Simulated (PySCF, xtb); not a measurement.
C3H4FNSi, SMILES F[Si@H]1C=CC=N1.

GFN2-xTB (xtb) at its own geometry gives an orbital gap of 2.09 eV and a dipole moment of 3.03 D.

Geometry optimised at ωB97X-D3(BJ)/def2-SVP. The structure was generated by enumeration; whether it is a known compound was not checked.

Task: What does CAM-B3LYP/def2-TZVP (PySCF) give? (The exact figures need the calculation; the answer reports its results.)

Result: gap 7.85 eV (levels -9.07 and -1.22 eV), dipole 3.21 D.
